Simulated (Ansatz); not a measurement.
Consider the formal exchange of groups at the Si–Cl bond: `Cl[SiH](Cl)Cl` + `C=C` → `C=C[SiH](Cl)Cl` + HCl.

Isolated molecules relaxed with PBE0-D4/def2-TZVP in Ansatz; ΔE leaves out vibrations. CCSD(T)/CBS adds triple-zeta CCSD(T) − MP2 to the extrapolated MP2 energy (def2 sets, frozen cores). This one scheme is used for every species. Functionals use def2-TZVPP. Each species was taken in one conformer, which may not be the lowest.

```
    level  ΔE (kJ/mol)
revPBE-D4         81.1
  BLYP-D4         82.7
```

What does CCSD(T)/CBS give? (Estimate.)

Computed: +84.2 kJ/mol. The listed levels differ from it by -3.1, -1.5 kJ/mol.

What do rigid-rotor, harmonic-oscillator terms from PBE0-D4/def2-TZVP frequencies (298.15 K, 1 bar) make of the CCSD(T)/CBS value? (An estimate is asked.)

Computed: ΔZPE = -8.8 kJ/mol, ΔH = +77.6 kJ/mol, ΔS = 5 J/(mol·K), ΔG = +76.0 kJ/mol.

Largest T1 diagnostic among the species: 0.011.

In def2-TZVPP, CCSD(T) changes the Hartree–Fock value by −10.9 kJ/mol (the triples alone add −1.0 kJ/mol) and MP2 by −7.8 kJ/mol. Leaving LDA and LC-ωPBE aside and taking each functional with its dispersion term where it has one, the values, not all of them listed here, spread over 7.2 kJ/mol, from revPBE-D4 to B97M-V. LDA lies −4.6 kJ/mol from PBE without D4.
